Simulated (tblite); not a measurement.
Species: C7H18NP.
Cartesian coordinates in Å at the GFN2-xTB level; atoms count from 1:
```xyz
27
C7H18NP angstrom
C      1.941    1.439   -1.651
C      1.306    0.728   -0.460
C      0.604   -0.568   -0.859
C      1.579   -1.708   -1.142
P     -0.672   -1.181    0.392
C      0.376   -1.116    1.921
N     -1.519    0.331    0.643
C     -2.330    0.387    1.848
C     -2.320    0.761   -0.492
H      2.708    0.822   -2.114
H      2.405    2.370   -1.331
H      1.189    1.673   -2.402
H      0.575    1.397    0.001
H      2.080    0.510    0.278
H      0.037   -0.392   -1.782
H      2.254   -1.864   -0.302
H      1.034   -2.635   -1.318
H      2.181   -1.494   -2.023
H     -0.152   -1.584    2.751
H      0.629   -0.088    2.174
H      1.279   -1.693    1.739
H     -2.610    1.429    2.026
H     -3.253   -0.202    1.772
H     -1.762    0.035    2.705
H     -3.243    0.178   -0.609
H     -1.742    0.685   -1.409
H     -2.596    1.807   -0.344
```

Computed values, GFN2-xTB/tblite, gas phase, harmonic and unscaled. This tight-binding method is rough: wavenumbers can miss measured ones by several per cent, in bad cases by 10 to 20. One conformer, not necessarily the lowest.

Harmonic wavenumbers (cm⁻¹): 42.6, 62.2, 71.6, 145.1, 175.6, 182.9, 186.4, 198.3, 228.1, 245.7, 260.5, 274.4, 303.1, 313.7, 343.1, 389.8, 426.9, 443.3, 652.2, 667.0, 729.4, 816.7, 853.3, 858.1, 897.2, 970.9, 980.9, 1013.3, 1035.4, 1039.8, 1075.9, 1083.2, 1139.6, 1145.6, 1164.5, 1171.3, 1227.0, 1233.9, 1261.0, 1296.0, 1302.2, 1347.0, 1408.9, 1412.1, 1415.5, 1424.3, 1443.3, 1467.3, 1477.5, 1489.0, 1490.8, 1495.0, 1497.4, 1503.6, 1503.7, 1509.5, 1511.7, 2890.3, 2891.8, 2892.9, 2965.6, 2970.0, 2973.0, 2981.2, 3001.2, 3003.4, 3010.5, 3014.6, 3022.3, 3024.0, 3025.3, 3028.2, 3036.8, 3040.6, 3049.7.

A = 1782, B = 957.9, C = 791.0 MHz; mass 147.118 u (most abundant isotopes); point group C1, symmetry number 1.

What is the zero-point energy?

½Σν̃ = 52563 cm⁻¹ = 150.28 kcal/mol.

What is S at 350 K and 1 bar for an ideal gas of classical rigid rotors and harmonic oscillators?

Translation 41.69, rotation 30.33, vibration 49.03: S = 121.1 cal/(mol K).

And Cp and H(350 K) − H(0)?

Cp = 56.52 cal/(mol K), of which vibrations give 48.57 (their classical limit is 75 R = 149.0); H(350 K) − H(0) = 11.73 kcal/mol without the zero-point energy, 8.95 from vibrations.

What must be added to the electronic energy to get the Gibbs energy at 350 K and 1 bar?

ZPE + [H(350 K) − H(0)] − T·S = 150.28 + 11.73 − 42.37 = 119.64 kcal/mol.

Blend soft modes into free rotors: weight 1/[1 + (100 cm⁻¹/ν̃)⁴] for the oscillator and the rest for a rotor with moment μB/(μ + B), μ = h/(8π²ν), B = 10⁻⁴⁴ kg m². What vibrational entropy results?

45.47 cal/(mol K) in place of 49.03, which changes −T·S at 350 K by +1.25 kcal/mol.

Which modes carry the vibrational entropy at 350 K?

42.6 cm⁻¹: 5.45; 62.2 cm⁻¹: 4.70; 71.6 cm⁻¹: 4.42; 145.1 cm⁻¹: 3.04; 175.6 cm⁻¹: 2.68; 182.9 cm⁻¹: 2.60 cal/(mol K); the other 69 give 26.13 together.

Hindered rotation and anharmonicity are outside this model. Other conformers, if any are populated, would add a mixing term that is left out. The structure is chiral; the term R ln 2 for an equal mix with its mirror image is left out.
